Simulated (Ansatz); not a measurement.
Reading a saddle point

A first-order saddle point of Si₂NH₉O, closed shell, PBE0-D4/def2-TZVP, with one imaginary mode of 252i cm⁻¹:

| atom | x (Å) | y (Å) | z (Å) |
| --- | --- | --- | --- |
| Si1 | -0.8624 | 0.0704 | -1.0162 |
| Si2 | 0.7006 | -0.9645 | 1.4160 |
| H3 | -1.5178 | 0.7040 | -2.1952 |
| H4 | -0.4918 | -1.2995 | -1.4150 |
| O5 | -1.9071 | 0.4377 | 0.1765 |
| H6 | 1.2127 | 0.5877 | -0.2890 |
| N7 | 0.6976 | 1.1271 | -1.0443 |
| H8 | 1.6637 | -0.5156 | 2.4847 |
| H9 | -0.5785 | -1.0415 | 2.2404 |
| H10 | 1.0281 | -2.4235 | 1.2573 |
| H11 | -1.6358 | 0.0645 | 1.0295 |
| H12 | 1.1770 | 1.1850 | -1.9420 |
| H13 | 0.5138 | 2.0683 | -0.7027 |

Computed with Ansatz 0.2.0 (basis: def2-TZVPP and def2-QZVPP); correlated methods freeze the cores. Extrapolation: Hartree–Fock as exp(−7.88 √X), correlation as X^−2.97.

Q: Which contacts change along the imaginary mode, and what lies on either side? (Judge from chemistry; the calculation decides.)

A: By the calculation: The step is Si₂H₆O ([OH][SiH2][SiH3]) + NH₃ → SiNH₅O ([NH2][SiH2][OH]) + SiH₄, with the molecules in contact on both sides. Shortening one way: Si1–N7, Si2–H6; lengthening the same way: Si1–Si2, H6–N7.
```json
{"pair": "Si1–N7", "one side (Å)": "2.82", "saddle (Å)": "1.88", "other side (Å)": "1.71"}
{"pair": "Si2–H6", "one side (Å)": "3.29", "saddle (Å)": "2.36", "other side (Å)": "1.49"}
{"pair": "Si1–Si2", "one side (Å)": "2.34", "saddle (Å)": "3.07", "other side (Å)": "4.00"}
{"pair": "H6–N7", "one side (Å)": "1.01", "saddle (Å)": "1.06", "other side (Å)": "3.32"}
```

Q: Which side is lower, and how far does the saddle lie above each? (An estimate is asked for; the value comes from the calculation.)

A: The calculation gives: The side with Si1–N7, Si2–H6 short is lower by 60.8 kJ/mol; the saddle lies 211.9 kJ/mol above it and 151.1 kJ/mol above the other (CCSD(T) at an estimated basis limit (MP2 extrapolated from triple and quadruple zeta, plus CCSD(T) − MP2 in triple zeta); electronic energies).

No T1 diagnostic of these runs exceeds 0.013.

Labels in which every atom is bracketed show which atoms are joined, not bond orders.

For scale, one of the runs: CCSD(T)/def2-TZVPP, 272 basis functions, launched by `ansatz run in.yaml --threads 8 --pin off --events-out ev --progress --plain --max-ram 19148MiB`. Time: 46 s of wall clock on 8 CPU threads of an Intel Xeon Platinum 8488C; the host was shared. Peak host memory: 6.9 GiB.
